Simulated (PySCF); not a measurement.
**TDDFT excited states: CH3CdF**

CdMeF, CH3CdF (singlet state).
Geometry (PBE0-D3(BJ)/def2-SVP, Å), atoms numbered from 1 in this order:
```
atom  x, y, z in Å
Cd1   -0.0068    0.0080   -1.2519
C2     0.0032   -0.0012    0.8289
H3    -0.4512    0.9229    1.2123
H4     1.0362   -0.0717    1.1974
H5    -0.5688   -0.8626    1.2011
F6    -0.0126    0.0047   -3.1878
```

Level of theory: TDDFT B3LYP/def2-SVPD, vertical, gas phase, core orbitals frozen in the response, def2 core potentials past Kr (PySCF). Spin–orbit coupling is left out.

```csv
state,E (eV),E (hartree),f,"main configurations (H = HOMO, L = LUMO)"
S1,6.72,0.2468,0.0053,H-2/H-1→L (≥94%)
S2,6.72,0.2468,0.0045,H-2/H-1→L (≥94%)
S3,6.78,0.2491,0.370,H→L (91%)
S4,7.02,0.2580,0.103,H→L+1/L+2 (≥95%)
S5,7.02,0.2580,0.102,H→L+1/L+2 (≥95%)
S6,7.53,0.2767,0.0000,H-2/H-1→L+1/L+2 (98%)
S7,7.56,0.2779,0.0001,"H-3→L (55%), H-2/H-1→L+1/L+2 (42%)"
S8,7.57,0.2781,0.0000,H-2/H-1→L+1/L+2 (≥88%)
S9,7.57,0.2781,0.0000,H-2/H-1→L+1/L+2 (≥88%)
S10,8.30,0.3050,0.0039,"H→L+3 (77%), H-3→L (12%)"
```

Triplets, Tamm–Dancoff:

| state | E (eV) | λ (nm) | main configurations (H = HOMO, L = LUMO) |
| --- | --- | --- | --- |
| T1 | 5.37 | 230.7 | H→L (98%) |
| T2 | 6.39 | 194.0 | H-2/H-1→L (≥96%) |
| T3 | 6.39 | 194.0 | H-2/H-1→L (≥96%) |

The lowest singlet level (S1/S2) comes at 185 nm (648 kJ/mol) in the vacuum ultraviolet; it is weak. The most intense listed level is S3 at 6.78 eV (183 nm, f = 0.370), 0.06 eV above S1. S1/S2, S4/S5 and S7/S8/S9 lie within about 0.01 eV of each other in each set; the point group C3v has degenerate representations, and within a degenerate level the listed configurations can mix freely. For S1 the Löwdin share of cadmium is 6% in HOMO-2 and 59% in LUMO (ligand-to-metal charge transfer by this measure); for S3 the Löwdin share of cadmium is 24% in HOMO and 59% in LUMO. Orbital energies (eV): HOMO-3 -9.94, HOMO-2 -9.19, HOMO-1 -9.19, HOMO -8.38, LUMO -1.20, LUMO+1 -0.51, LUMO+2 -0.51. Weighted by f, the mean energy of these states is 6.87 eV. The listed states span 1.58 eV, and the widest gap between neighbours is 0.73 eV (S9 to S10). No computed singlet lies in the visible range (380 to 750 nm); the lowest, at 185 nm, stands 3.45 eV above its violet end (3.26 eV). All these states lie below the vertical ionisation energy of 10.91 eV (ΔSCF). Orbitals of the list HOMO-3 to LUMO+2 that lie within 0.01 eV of each other are written together with a slash and their weights summed (≥ marks a lower bound); for degenerate orbitals outside that list single weights are arbitrary. The window holds the lowest 10 singlets.

Hardware: one thread of an Arm Neoverse V1, no GPU (shared host). Cost: 29 s (with the writing of density and orbital grids).
